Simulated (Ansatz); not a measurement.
Coupled-cluster run, C$_{2}$H$_{8}$AlFSi.

```yaml
crystal:
  periodic: [false, false, false]
  atoms:
    - {symbol: F, position_ang: [-1.854212, 0.833720, 1.053252]}
    - {symbol: C, position_ang: [-0.281047, 0.500202, 0.624669]}
    - {symbol: Al, position_ang: [-1.204315, -0.746088, 1.827304]}
    - {symbol: C, position_ang: [-0.211537, 0.426464, -0.838236]}
    - {symbol: Si, position_ang: [1.545556, -0.113227, -1.308212]}
    - {symbol: H, position_ang: [0.201416, 1.384654, 1.039716]}
    - {symbol: H, position_ang: [-1.025350, -0.587124, 3.391911]}
    - {symbol: H, position_ang: [-1.869621, -2.011581, 1.141595]}
    - {symbol: H, position_ang: [-0.411954, 1.377104, -1.345944]}
    - {symbol: H, position_ang: [-0.872304, -0.345398, -1.245697]}
    - {symbol: H, position_ang: [1.645546, -0.100250, -2.789056]}
    - {symbol: H, position_ang: [1.813248, -1.480465, -0.797521]}
    - {symbol: H, position_ang: [2.544974, 0.827389, -0.738981]}
basis:
  gaussian: {orbitals: def2-TZVPP}
correlation: {method: ccsd_t}
```

```sh
$ ansatz run in.yaml --threads 4 --pin off --events-out ev --progress --plain --max-ram 10444MiB
```

Log, shortened:

```
Functional definition: HF
1682 factors; integrals over basis functions are off by at most 1.7e-3 eV
mean field evaluation 1: about -19336.7766 eV, gradient 3.3e1 eV
mean field evaluation 2: about -19337.0270 eV, gradient 3.3e1 eV
mean field evaluation 4: about -19340.3284 eV, gradient 4.8e0 eV
mean field evaluation 8: about -19340.4098 eV, gradient 3.3e-1 eV
mean field evaluation 16: about -19340.4105 eV, gradient 1.8e-6 eV
mean field -19340.41051607 eV, -710.7469770646 hartree, gradient 1.8e-6 eV, S^2 0.000000; 0 other end points of the search recorded, 0 dependent functions left out
13 core orbitals not correlated: weight in the atoms' cores, before any rotation towards them, 1.000 or more for the frozen orbitals, at most 0.000 for the correlated occupied ones
reference -19340.41051607 eV, -710.7469770646 hartree; 15, 15 occupied and 261, 261 virtual orbitals, 1682 factors
second order -21.90058665 eV of doubles, -0.00000000 eV of singles
cycle   1  -22.66040500 eV  change   -7.6e-1 eV  update   1.2e-1
cycle   2  -23.28509013 eV  change   -6.2e-1 eV  update   3.9e-2
cycle   3  -23.46653751 eV  change   -1.8e-1 eV  update   2.2e-2
cycle   4  -23.45575439 eV  change    1.1e-2 eV  update   5.2e-3
cycle   5  -23.45224721 eV  change    3.5e-3 eV  update   2.4e-3
cycle   6  -23.45317592 eV  change   -9.3e-4 eV  update   8.5e-4
cycle   7  -23.45292002 eV  change    2.6e-4 eV  update   3.9e-4
cycle   8  -23.45281072 eV  change    1.1e-4 eV  update   1.7e-4
cycle   9  -23.45291979 eV  change   -1.1e-4 eV  update   7.9e-5
cycle  10  -23.45292666 eV  change   -6.9e-6 eV  update   3.1e-5
perturbative correction -0.84687360 eV, -0.0311220307 hartree
Total energy: -19364.71031634 eV, -711.6399782533 hartree
```

It took 4.1 min on 4 threads of an Arm Neoverse V1 on a shared host, with 8.7 GiB of host memory at the peak.

Correlation energy per correlated electron: -0.810 eV. T1 diagnostic: 0.0141.
